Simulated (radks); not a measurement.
The numbers below are computed, except where a source is named.
Spin polarisation of the 4f7 shell in Eu. Start: [Xe] 4f(up 3.5, down 3.5) 6s2; electrons of 4f are moved from spin down to spin up, other shells keep equal spins. Level of theory: scalar-relativistic Kohn-Sham, r2SCAN, spin-polarised, spherical densities, finite nucleus; meta-GGA in the generalised Kohn-Sham scheme; Fermi nuclear charge, rms radius of each element as measured or else 0.836 A^(1/3) + 0.57 fm (a radial shooting solver on a logarithmic mesh with Libxc functionals).

| moment (Bohr magnetons) | E - E(0) (eV) | e(4f up) (eV) | e(4f down) (eV) | 6s down minus up (eV) | 5p down minus up (eV) | 5s down minus up (eV) |
|---|---|---|---|---|---|---|
| 0 | 0.000 | -2.524 | -2.524 | 0.000 | 0.000 | 0.000 |
| 1 | -0.235 | -2.974 | -2.033 | 0.047 | 0.366 | 0.531 |
| 2 | -0.941 | -3.382 | -1.503 | 0.095 | 0.734 | 1.062 |
| 3 | -2.115 | -3.745 | -0.932 | 0.144 | 1.105 | 1.596 |
| 4 | -3.754 | -4.058 | -0.320 | 0.194 | 1.482 | 2.132 |

At moment 4 the spin-polarisation energy is -3.754 eV and the 4f exchange splitting 3.738 eV, that is 0.935 eV per Bohr magneton; E = -I m^2/4 would give I = 0.939 eV.
